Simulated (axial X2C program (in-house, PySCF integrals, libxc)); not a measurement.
## Spin–orbit effects down a group: molecules with I (ions), PBE0

Computed with an in-house all-electron X2C program for linear molecules (integrals from PySCF), spin-free (one-electron X2C) or two-component (2c: spin–orbit coupling with atomic mean-field Coulomb and Gaunt terms, which also bring small scalar terms), in Dyall basis sets with cores contracted in-house; open shells are unrestricted.

Basis sets: Be dyall-av3z, I dyall-acv3z, Mg dyall-av3z, Sr dyall-acv3z.

| molecule | spin-free state | Re (Å) | ωe (cm⁻¹) | De (eV) | 2c state | Re 2c (Å) | ωe 2c (cm⁻¹) | De 2c (eV) |
| --- | --- | --- | --- | --- | --- | --- | --- | --- |
| BeI⁻ | M_S = 0, Λ = 0 | 2.464 | 309.2 | 0.91 | Ω = 0 | 2.467 | 307.2 | 0.91 |
| MgI⁻ | M_S = 0, Λ = 0 | 2.907 | 166.4 | 0.75 | Ω = 0 | 2.911 | 165.5 | 0.75 |
| SrI⁻ | M_S = 0, Λ = 0 | 3.140 | 125.6 | 1.29 | Ω = 0 | 3.142 | 125.2 | 1.28 |

Fragments in 2c: I- + Be, I- + Mg, I- + Sr. Each entry is the lowest single determinant of a limited PBE0 search at one distance. De goes to single-determinant-based atoms at the same level (for ions the charge split of lowest energy) and is withheld (n/a) where an atom does not fit its ground term or J level. Main or longest-lived isotopes.
